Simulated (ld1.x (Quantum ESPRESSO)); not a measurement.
S (Z = 16), TM semilocal: configuration errors across variants

ld1.x (Quantum ESPRESSO) 7.5 input, shortened:

```
&input
   title='S', zed=16., rel=1, dft='BLYP', iswitch=3,
   config='[Ne] 3s2 3p4 3d-2'
 /
 &inputp
   pseudotype=1, tm=.true., lloc=1,
   nlcc=.true., new_core_ps=.true., rcore=1.10
 /
3
3S  1  0   2.00   0.00  1.10  1.10  0.0
3D  3  2  -2.00   0.25  1.60  1.60  0.0
3P  2  1   4.00   0.00  1.60  1.60  0.0
 &test
   configts(1)='3s2 3p4'
 /
```

All-electron excitation energies from the reference (eV): (1) 3s2 3p3 11.619; (2) 3s2 3p2 33.756; (3) 3s2 3p1 67.683; (4) 3s2 3p4.3 -1.667; (5) 3s2 3p3.5 4.586; (6) 3s2 3p0 114.445; (7) 3s1 3p4 22.494.

In the semilocal form every listed channel keeps its own potential, so the choice of the local channel does not act on these tests. It acts once the file is put into the separable form.

A semilocal file is local in each channel, so a ghost entry of none says nothing of the separable form that plane-wave codes build from it.

2 further variants failed, have other tests or another functional or relativity, and are left out.

Errors AE − PS in meV (a dash: test not solved or not reliable):

```csv
change,(1),(2),(3),(4),(5),(6),(7),bound ghosts
base,+3.0,+25,+91,+0.3,+0.3,+242,+2.9,none
local potential the s channel,+3.0,+25,+91,+0.3,+0.3,+241,+2.9,none
wave 3d channel at 0.25 Ry: rc 1.60 bohr becomes 3d channel at -0.02 Ry: rc 1.60 bohr,+3.0,+25,+91,+0.3,+0.3,+242,+2.9,none
core correction Bessel-smoothed model core inside 0.76 bohr,+2.8,+23,+85,+0.3,+0.3,+220,+2.1,none
wave 3p (bound): rc 1.60 bohr becomes 3p (bound): rc 1.86 bohr,+3.2,+24,+86,+0.3,+0.4,+220,+5.0,none
wave 3d channel at 0.25 Ry: rc 1.60 bohr becomes 3d channel at 0.25 Ry: rc 2.20 bohr,+3.0,+25,+91,+0.3,+0.3,+242,+2.9,none
wave 3s (bound): rc 1.10 bohr becomes 3s (bound): rc 1.02 bohr,+3.4,+28,+104,+0.3,+0.4,+281,+1.8,none
```

**Question.** Give the same row for: all radii but the core radius scaled by about 1.39 (s 1.54, p 2.22, d 2.22 bohr).

**Answer.** +3.2, +20, +58, +0.3, +0.4, +120, +11; bound ghosts: none.
